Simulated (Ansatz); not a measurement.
Level of theory: frozen-core CCSD(T)/cc-pVTZ // B3LYP-D3(BJ)/def2-TZVP (Ansatz, a first-principles code).

Ansatz 0.2 input:
```yaml
crystal:
  periodic: [false, false, false]
  atoms:
    - { symbol: F, position_ang: [2.779109, -0.374297, 0.112022] }
    - { symbol: Ga, position_ang: [1.598271, 0.944073, -0.171199] }
    - { symbol: Si, position_ang: [-0.760796, -0.009104, -0.006539] }
    - { symbol: H, position_ang: [-0.943588, -0.620606, 1.331683] }
    - { symbol: H, position_ang: [-1.73692, 1.088504, -0.197101] }
    - { symbol: H, position_ang: [-0.936077, -1.028571, -1.068868] }
basis:
  gaussian: { orbitals: cc-pVTZ }
correlation:
  method: ccsd_t
magnetization:
  spin_polarized: true
  initial_magnetization: 1
```

Output:

```
Functional definition: HF
908 factors; integrals over basis functions are off by at most 1.1e-3 eV
mean field evaluation 1: about -62949.8211 eV, gradient 2.4e1 eV
mean field evaluation 2: about -62949.8274 eV, gradient 2.4e1 eV
mean field evaluation 4: about -62952.7391 eV, gradient 2.4e0 eV
mean field evaluation 8: about -62952.8959 eV, gradient 2.1e-1 eV
mean field evaluation 16: about -62952.8606 eV, gradient 8.9e-1 eV
mean field evaluation 32: about -62950.6665 eV, gradient 7.4e-3 eV
mean field -62952.89783738 eV, -2313.4763245168 hartree, gradient 8.2e-6 eV, S^2 0.773381; 1 other end points of the search recorded, 0 dependent functions left out
determinant -62952.89783738 eV, -2313.4763245168 hartree, with singles and doubles -62967.63125432 eV, -2314.0177676030 hartree
determinant -62950.66646872 eV, -2313.3943232311 hartree, with singles and doubles -62965.32806317 eV, -2313.9331268892 hartree
15 core orbitals not correlated
reference -62952.89783738 eV, -2313.4763245168 hartree; 14, 13 occupied and 120, 121 virtual orbitals, 908 factors
second order -13.88598099 eV of doubles, -0.00000000 eV of singles
cycle   1  -14.61048015 eV  change    -1.4e0 eV  update   2.8e-2
cycle   2  -14.64316998 eV  change   -3.3e-2 eV  update   7.4e-3
cycle   3  -14.64393301 eV  change   -7.6e-4 eV  update   4.0e-3
cycle   4  -14.64608614 eV  change   -2.2e-3 eV  update   1.6e-3
cycle   5  -14.64666355 eV  change   -5.8e-4 eV  update   8.3e-4
cycle   6  -14.64709751 eV  change   -4.3e-4 eV  update   4.2e-4
cycle   7  -14.64722238 eV  change   -1.2e-4 eV  update   1.8e-4
cycle   8  -14.64727618 eV  change   -5.4e-5 eV  update   7.8e-5
cycle   9  -14.64723287 eV  change    4.3e-5 eV  update   3.0e-5
cycle  10  -14.64722560 eV  change    7.3e-6 eV  update   1.4e-5
perturbative correction -0.55959087 eV, -0.0205645853 hartree
Total energy: -62968.10465384 eV, -2314.0351647145 hartree
```

Cost: roughly 2.5 core-minutes.
